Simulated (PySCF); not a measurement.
Basis-set dependence of excited states

Species: C2H4BCl3.
SMILES: `ClCCB(Cl)Cl`

TDDFT with PBE0 (PySCF), vertical singlets, core orbitals frozen in the response, spherical d and f functions. One conformer (not necessarily the lowest) at the PBE0-D3(BJ)/def2-SVP geometry, without solvent, vibrations or thermal averaging.

Question: Compare 6-31+G*, aug-cc-pVDZ, def2-TZVP and def2-TZVPD for this molecule.

Answer: 

```csv
basis,functions,diffuse,S1 (eV),S2 (eV),S3 (eV),S4 (eV),S5 (eV),LUMO (eV),α (au)
6-31+G*,128,yes,5.80,6.08,6.10,6.52,7.11,-1.60,69.8
aug-cc-pVDZ,186,yes,5.77,6.04,6.07,6.49,7.06,-1.61,80.0
def2-TZVP,228,no,5.75,6.03,6.07,6.48,7.08,-1.55,73.0
def2-TZVPD,285,yes,5.72,5.99,6.04,6.44,7.00,-1.63,81.4
```

States are compared by their number. Against the largest diffuse basis here (def2-TZVPD, itself not a converged limit), sets without diffuse functions differ by up to 0.03 eV in S1 and 0.08 eV in S5; the smaller diffuse sets differ by up to 0.07 and 0.11 eV. State by state, the largest deviation of a set without diffuse functions is S1 0.03, S2 0.04, S3 0.03, S4 0.03, S5 0.08 eV. The same number needn't mean the same state in each row. Against def2-TZVPD the polarisability deviates by -14% in 6-31+G*, -2% in aug-cc-pVDZ, -10% in def2-TZVP. A single + in a Pople set puts diffuse functions on heavy atoms only.
